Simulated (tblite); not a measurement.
C₄H₁₇N₃Si₃.
Geometry (GFN2-xTB, Å), atoms numbered from 1 in this order:
```
atom  x, y, z in Å
C1     4.2670   -0.4552    0.3150
C2     2.8933   -0.3691   -0.3421
C3     1.9750    0.6098    0.3774
Si4    0.2903    0.8016   -0.4705
N5    -0.6399    1.9865    0.3775
Si6   -2.3576    2.1272    0.4333
N7    -3.0079    0.5451    0.2034
Si8   -2.3001   -0.7692   -0.6683
C9    -2.9532   -2.4207   -0.0120
N10   -0.5950   -0.6759   -0.4166
H11    4.9045   -1.1642   -0.2093
H12    4.1738   -0.7778    1.3501
H13    4.7538    0.5181    0.3042
H14    2.4349   -1.3604   -0.3494
H15    3.0088   -0.0573   -1.3821
H16    2.4655    1.5834    0.4133
H17    1.8529    0.2875    1.4123
H18    0.4620    1.2143   -1.8797
H19   -0.1358    2.7822    0.7278
H20   -2.7421    2.5960    1.7697
H21   -2.8350    3.0435   -0.6177
H22   -3.9787    0.4446    0.4446
H23   -2.5964   -0.6356   -2.1096
H24   -2.5183   -3.2492   -0.5603
H25   -2.7285   -2.5618    1.0400
H26   -4.0290   -2.4822   -0.1330
H27   -0.0843   -1.5347   -0.3216
```

Computed with GFN2-xTB (tblite): harmonic, unscaled wavenumbers at the GFN2-xTB geometry, gas phase. The method is semi-empirical: single wavenumbers can be off by several per cent or more. Modes of hydrogen on silicon can be 10 to 20 % off. One conformer, not necessarily the lowest.

Harmonic wavenumbers (cm⁻¹): 33.4, 46.8, 51.5, 64.9, 75.7, 97.6, 109.2, 114.7, 154.1, 188.9, 220.3, 224.0, 234.4, 251.3, 263.7, 275.4, 296.3, 344.3, 404.2, 533.9, 560.1, 625.7, 634.4, 653.4, 673.8, 677.1, 698.6, 729.1, 745.7, 763.4, 785.3, 797.7, 809.6, 830.6, 843.8, 858.4, 956.7, 967.7, 983.2, 987.8, 1012.1, 1076.6, 1122.4, 1147.0, 1186.8, 1200.7, 1231.6, 1253.9, 1287.0, 1354.4, 1374.5, 1413.5, 1490.6, 1493.0, 1502.4, 1502.8, 1504.7, 1508.6, 2120.4, 2130.2, 2147.9, 2209.1, 2960.2, 2974.4, 2982.1, 2987.1, 3024.9, 3025.1, 3031.8, 3048.3, 3053.4, 3058.1, 3497.5, 3502.2, 3515.4.

A = 1260, B = 478.4, C = 367.7 MHz; mass 191.073 u (most abundant isotopes); point group C1, symmetry number 1.

Problem. Zero-point energy?

Solution. Half the sum of the wavenumbers: 46249 cm⁻¹ = 132.23 kcal/mol.

Problem. Give the ideal-gas entropy at 500 K and 1 bar in the rigid-rotor, harmonic-oscillator model (classical rotation).

Solution. Translation 44.24, rotation 33.19, vibration 92.61: S = 170.0 cal/(mol K).

Problem. And Cp and H(500 K) − H(0)?

Solution. Cp = 86.12 cal/(mol K), of which vibrations give 78.17 (their classical limit is 75 R = 149.0); H(500 K) − H(0) = 26.07 kcal/mol without the zero-point energy, 22.10 from vibrations.

Problem. What must be added to the electronic energy to get the Gibbs energy at 500 K and 1 bar?

Solution. ZPE + [H(500 K) − H(0)] − T·S = 132.23 + 26.07 − 85.02 = 73.28 kcal/mol.

Problem. Blend soft modes into free rotors: weight 1/[1 + (100 cm⁻¹/ν̃)⁴] for the oscillator and the rest for a rotor with moment μB/(μ + B), μ = h/(8π²ν), B = 10⁻⁴⁴ kg m². What vibrational entropy results?

Solution. 83.17 cal/(mol K) in place of 92.61, which changes −T·S at 500 K by +4.72 kcal/mol.

Problem. How do the functions run with temperature in this model?

Solution. 
```tsv
T (K)	S (cal/(mol K))	Cp (cal/(mol K))	H − H(0) (kcal/mol)	G − H(0) (kcal/mol)	ln q(vib)
100	84.9	30.7	1.95	-6.54	4.36
200	111.0	46.1	5.81	-16.39	9.94
300	132.6	61.2	11.18	-28.59	15.03
800	216.1	109.4	55.71	-117.13	36.83
1000	241.6	119.6	78.66	-162.96	44.27
```

q(vib) and H(0) count from the zero-point level.

Problem. Which modes carry the vibrational entropy at 500 K?

Solution. 33.4 cm⁻¹: 6.64; 46.8 cm⁻¹: 5.97; 51.5 cm⁻¹: 5.78; 64.9 cm⁻¹: 5.32; 75.7 cm⁻¹: 5.02; 97.6 cm⁻¹: 4.52 cal/(mol K); the other 69 give 59.35 together.

Hindered rotation and anharmonicity are outside this model. Other conformers, if any are populated, would add a mixing term that is left out. The structure is chiral; the term R ln 2 for an equal mix with its mirror image is left out.
